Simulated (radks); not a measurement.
The numbers below are computed, except where a source is named.
Task: All-electron atom: Nb2+ in [Kr] 4d3 (the NIST ground configuration). Level of theory: scalar-relativistic Kohn-Sham, r2SCAN, spin-polarised, spherical densities, finite nucleus; open shells are filled with parallel spins first (spin-orbit coupling, left out, can overturn this in heavy ions); meta-GGA in the generalised Kohn-Sham scheme; Fermi nuclear charge, rms radius 4.324 fm (a radial shooting solver on a logarithmic mesh with Libxc functionals). Some entries of the table are withheld. Estimate them.

orbital,occ.,eigenvalue (hartree),<r> (bohr)
1s down,1,-693.3895,0.03610
1s up,1,-693.3884,0.03610
2s up,1,-97.98225,0.1579
2s down,1,-97.96608,0.1579
2p up,3,-87.46518,0.1377
2p down,3,-87.45379,0.1377
3s up,1,-17.07696,0.4421
3s down,1,-17.07170,0.4422
3p up,3,-13.60544,0.4451
3p down,3,-13.59864,0.4451
3d up,5,-7.95132,0.4330
3d down,5,-7.93820,0.4330
4s up,1,-2.88075,(1)
4s down,1,-2.79978,(2)
4p up,3,-1.97874,1.299
4p down,3,-1.88383,1.284
4d up,3,-0.73470,(3)
5s up,0,(4),3.009
4d down,0,-0.60742,(5)
5p up,0,-0.43847,3.634

Result: 
(1) 4s up <r> (bohr): 1.164
(2) 4s down <r> (bohr): 1.155
(3) 4d up <r> (bohr): 1.828
(4) 5s up eigenvalue (hartree): -0.62256
(5) 4d down <r> (bohr): 1.812
